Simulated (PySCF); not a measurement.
Ionisation energy of V(2+) by level of theory

V(2+) [Ar] 3d3 (4F) → V(3+) [Ar] 3d2 (3F), as a difference of total energies. Calculation: PySCF 2.14, in ANO-RCC-VTZP (6s5p3d2f1g, 59 functions); the spin-free X2C one-electron Hamiltonian (Gaussian nucleus). Correlated levels: valence and next inner shell: [Ne] frozen. The calculations carry no spin-orbit coupling.

```csv
method,ionisation energy (eV)
UHF,28.260
MP2 (valence and next inner shell),29.245
SCS-MP2 (valence and next inner shell),28.969
CCSD (valence and next inner shell),29.089
CCSD(T) (valence and next inner shell),29.107
```

Q: How much does correlation contribute at CCSD(T) (valence and next inner shell)?

A: 29.107 − (28.260) = 0.847 eV, measured against UHF.

A first-order spin-orbit estimate (lowest level to lowest level, LS coupling) adds -0.008 eV.

Errors of the correlated levels include the incompleteness of this basis and the frozen core.

For comparison: 29.311 eV (measured; NIST Atomic Spectra Database, ionization energies).
